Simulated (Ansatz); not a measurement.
Computed with frozen-core CCSD(T)/cc-pVTZ // r2SCAN-D4/def2-TZVP run with Ansatz (a first-principles code).

Ansatz 0.2 input:
```yaml
crystal:
  periodic: [false, false, false]
  atoms:
    - { symbol: C, position_ang: [-1.432704, 0.568942, -0.135061] }
    - { symbol: C, position_ang: [-0.25769, -0.213009, 0.443151] }
    - { symbol: C, position_ang: [0.911799, -0.276004, -0.528199] }
    - { symbol: S, position_ang: [2.327881, -1.262321, 0.056295] }
    - { symbol: H, position_ang: [-2.263703, 0.611956, 0.572197] }
    - { symbol: H, position_ang: [-1.800623, 0.104083, -1.053932] }
    - { symbol: H, position_ang: [-1.145546, 1.596486, -0.375036] }
    - { symbol: H, position_ang: [-0.564465, -1.231477, 0.699296] }
    - { symbol: H, position_ang: [0.076612, 0.252203, 1.377227] }
    - { symbol: H, position_ang: [0.608614, -0.765143, -1.458684] }
    - { symbol: H, position_ang: [1.255893, 0.72709, -0.79395] }
    - { symbol: H, position_ang: [2.610105, -0.501981, 1.128262] }
basis:
  gaussian: { orbitals: cc-pVTZ }
correlation:
  method: ccsd_t
```

Output:

```
Functional definition: HF
1317 factors; integrals over basis functions are off by at most 9.6e-4 eV
mean field evaluation 1: about -14034.1042 eV, gradient 3.0e1 eV
mean field evaluation 2: about -14034.3168 eV, gradient 3.0e1 eV
mean field evaluation 4: about -14037.0260 eV, gradient 3.7e0 eV
mean field evaluation 8: about -14037.0765 eV, gradient 2.4e-1 eV
mean field evaluation 16: about -14034.1025 eV, gradient 3.0e1 eV
mean field -14037.07680946 eV, -515.8530580751 hartree, gradient 1.3e-6 eV, S^2 0.000000; 0 other end points of the search recorded, 0 dependent functions left out
8 core orbitals not correlated
reference -14037.07680946 eV, -515.8530580751 hartree; 13, 13 occupied and 215, 215 virtual orbitals, 1317 factors
second order -19.40275144 eV of doubles, -0.00000000 eV of singles
cycle   1  -20.28754785 eV  change   -8.8e-1 eV  update   8.6e-2
cycle   2  -20.78395072 eV  change   -5.0e-1 eV  update   2.4e-2
cycle   3  -20.84878086 eV  change   -6.5e-2 eV  update   8.9e-3
cycle   4  -20.84710983 eV  change    1.7e-3 eV  update   2.1e-3
cycle   5  -20.84719825 eV  change   -8.8e-5 eV  update   6.9e-4
cycle   6  -20.84717402 eV  change    2.4e-5 eV  update   2.0e-4
cycle   7  -20.84714452 eV  change    3.0e-5 eV  update   7.0e-5
cycle   8  -20.84714810 eV  change   -3.6e-6 eV  update   2.6e-5
perturbative correction -0.84145903 eV, -0.0309230490 hartree
Total energy: -14058.76541659 eV, -516.6500996861 hartree
```

Cost: about 4 core-minutes (a rough figure).
